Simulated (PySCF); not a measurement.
Compound: C5H11ClSi2.
Atom-mapped SMILES: `[SiH3:1][CH2:2][C@@H:3]1[CH:4]=[C:5]1[SiH2:6][CH2:7][Cl:8]`

Structure used (GFN2-xTB), in Å, numbered top down from 1:
```xyz
19
C5H11ClSi2 angstrom
Si    -2.1645    1.4792    0.3868
C     -1.4761    0.0555    1.4451
C     -1.0930   -1.1431    0.6064
C      0.0116   -2.0508    1.0124
C      0.3040   -1.2474    0.0185
Si     1.4801   -0.5246   -1.2153
C      2.7449    0.5462   -0.2501
Cl     1.9023    1.8436    0.6443
H     -2.5502    2.5897    1.2598
H     -3.3506    1.0000   -0.3309
H     -1.1646    1.9194   -0.5843
H     -0.5998    0.3967    1.9995
H     -2.2194   -0.2483    2.1876
H     -1.9217   -1.5555    0.0328
H      0.3108   -2.8160    1.6875
H      0.7656    0.3290   -2.1645
H      2.2540   -1.5736   -1.8916
H      3.4595    1.0383   -0.9056
H      3.2974   -0.0287    0.4898
```

Definitions: NICS(0) = −σiso at the ring centroid; NICS(1) = −σiso and NICS(1)zz = −σzz at ±1 Å along the ring normal z. Level: GIAO PBE0/pcSseg-1 (PySCF, non-relativistic, gas phase) on the GFN2-xTB geometry, one conformer.

Ring bond lengths (Å), with Mayer bond orders in brackets: C3–C4 1.486 (0.96), C4–C5 1.311 (1.69), C5–C3 1.519 (0.88).

Give the NICS values of each ring in ppm.

```
    ring                                                    type  NICS(0)  NICS(1), two faces  NICS(1)zz, two faces  rms pucker (Å)  centre to ring atoms, mean (Å)
C3–C4–C5  3-membered carbocycle; formal bonds 1 double, 2 single    -28.4         -7.1 / -7.8         -13.9 / -17.7            0.00                            0.83
```

What do they say, and how far can they be read as aromaticity?

- C3–C4–C5: mean NICS(1)zz -15.8 ppm, shielded. C3 has four or more neighbours; no verdict on aromaticity is drawn. The two faces differ by 3.8 ppm, so no symmetry operation interchanges them. NICS(0) lies 21 ppm below the mean NICS(1).

Give the inner angles of the rings and the Hirshfeld charges of the ring atoms.

- C3–C4–C5: C3 51.7° (-0.043 e), C4 65.4° (-0.033 e), C5 62.8° (-0.108 e); sum 180.0° against 180° for a flat convex ring.

Time: 70 s wall; peak memory 1.0 GiB. Hardware: one thread, Arm Neoverse N1 (aarch64), no GPU, shared host. This is the whole shielding run at PBE0/pcSseg-1, SCF included.
